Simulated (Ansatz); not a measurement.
C₄H₁₀Mg (SMILES [CH3][Mg][CH](C)C), singlet, at the geometry of the source list; Ansatz (a first-principles code) with CASSCF(4,4)/STO-3G.

Here is a job for Ansatz.
Ansatz 0.2 input:
```yaml
crystal:
  periodic: [false, false, false]
  atoms:
    - {symbol: Mg, position_ang: [0.64070000, 0.54450000, 1.22800000]}
    - {symbol: C, position_ang: [-0.51540000, 2.09400000, 2.13600000]}
    - {symbol: H, position_ang: [-1.18740000, 1.66670000, 2.88140000]}
    - {symbol: H, position_ang: [-1.12730000, 2.51190000, 1.33850000]}
    - {symbol: H, position_ang: [0.02980000, 2.91120000, 2.60500000]}
    - {symbol: C, position_ang: [-0.10410000, -0.53930000, -0.45480000]}
    - {symbol: C, position_ang: [0.19890000, -2.03080000, -0.33610000]}
    - {symbol: C, position_ang: [0.49470000, 0.01840000, -1.74210000]}
    - {symbol: H, position_ang: [-1.19780000, -0.41440000, -0.51070000]}
    - {symbol: H, position_ang: [-0.17620000, -2.58530000, -1.20770000]}
    - {symbol: H, position_ang: [1.27560000, -2.20800000, -0.27420000]}
    - {symbol: H, position_ang: [-0.27360000, -2.45130000, 0.55550000]}
    - {symbol: H, position_ang: [0.25460000, 1.08030000, -1.84730000]}
    - {symbol: H, position_ang: [0.10490000, -0.50410000, -2.62440000]}
    - {symbol: H, position_ang: [1.58260000, -0.09370000, -1.74710000]}
basis:
  gaussian:
    orbitals: STO-3G
hamiltonian:
  xc: hf
magnetization: {spin_polarized: false}
correlation: {active_space: {window: {electrons: 4, orbitals: 4}}}
```

The log (banner, timings and long lists left out):

```
Functional definition: HF
503 factors; integrals over basis functions are off by at most 1.7e-4 eV
mean field evaluation 1: about -9590.5376 eV, gradient 1.8e1 eV
mean field evaluation 2: about -9591.4969 eV, gradient 1.8e1 eV
mean field evaluation 4: about -9593.1666 eV, gradient 1.5e0 eV
mean field evaluation 8: about -9593.1677 eV, gradient 3.5e-4 eV
mean field -9593.16768487 eV, -352.5424099363 hartree, gradient 1.6e-6 eV, S^2 0.000000; 0 other end points of the search recorded, 0 dependent functions left out
reference -9593.16768487 eV, -352.5424099363 hartree; 23, 23 occupied and 16, 16 virtual orbitals, 503 factors
state -9593.95101497 eV, -352.5711967866 hartree
Total energy: -9593.95101497 eV, -352.5711967866 hartree
```
